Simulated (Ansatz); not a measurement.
`[OH][Sn]([F])([F])[F]` + H₂O → `[OH][Sn]([OH])([F])[F]` + H–F at 600 K and 1 bar (formal hydrolysis of the Sn–F bond).

Computed with Ansatz on PBE0-D4/def2-TZVP structures; ΔE is electronic, products minus reactants. CCSD(T)/CBS adds triple-zeta CCSD(T) − MP2 to the extrapolated MP2 energy (def2 sets, frozen cores). This one scheme is used for every species. def2 core potentials past Kr. For Sn outer-core shells are correlated without core-valence functions, which leaves a few kJ/mol of doubt a bond. Each species was taken in one conformer, which may not be the lowest.

```json
{"species": "`[OH][Sn]([F])([F])[F]`", "CCSD(T)/CBS energy (Eh)": "-589.29279", "H − E (kJ/mol)": "104.2", "S (J/(mol·K))": "437.8"}
{"species": "H₂O", "CCSD(T)/CBS energy (Eh)": "-76.37941", "H − E (kJ/mol)": "76.8", "S (J/(mol·K))": "212.8"}
{"species": "`[OH][Sn]([OH])([F])[F]`", "CCSD(T)/CBS energy (Eh)": "-565.27042", "H − E (kJ/mol)": "139.2", "S (J/(mol·K))": "446.4"}
{"species": "H–F", "CCSD(T)/CBS energy (Eh)": "-100.39570", "H − E (kJ/mol)": "42.3", "S (J/(mol·K))": "194.0"}
```

H − E and S are ideal-gas, rigid-rotor, harmonic terms from PBE0-D4/def2-TZVP, for one conformer and one mirror image of each species. 1 Eh = 2625.50 kJ/mol, R = 8.31446 J/(mol·K).

Problem. By hand: ΔE, ΔH, ΔS and ΔG.

Solution. ΔE = (-565.27042) + (-100.39570) − (-589.29279) − (-76.37941) = 0.00608 Eh = 16.0 kJ/mol. Δ(H − E) = 139.2 + 42.3 − 104.2 − 76.8 = 0.5, so ΔH = 16.5 kJ/mol. ΔS = 446.4 + 194.0 − 437.8 − 212.8 = -10.2 J/(mol·K). ΔG = 16.5 − 600 × (-10.2)/1000 = 22.6 kJ/mol.

Problem. By hand: the equilibrium constant, and the temperature at which ΔG would vanish if ΔH and ΔS stayed fixed.

Solution. log₁₀ K = −ΔG/(RT ln 10) = -2.0. ΔH and −TΔS have one sign here, so there is no such temperature.

TΔS isn't small against ΔH here. A doubt of 5 kJ/mol in ΔE shifts log₁₀ K by 0.4 here. Other conformers and mirror images would add mixing entropy, several J/(mol·K) or more a flexible species. These are equilibria of isolated gas molecules and say nothing of rates. Largest T1 diagnostic: 0.015 (customary marks: 0.02 for closed shells, 0.045 for open ones).

ΔS is within the doubt of such terms, so its sign, and with it that verdict, could turn.
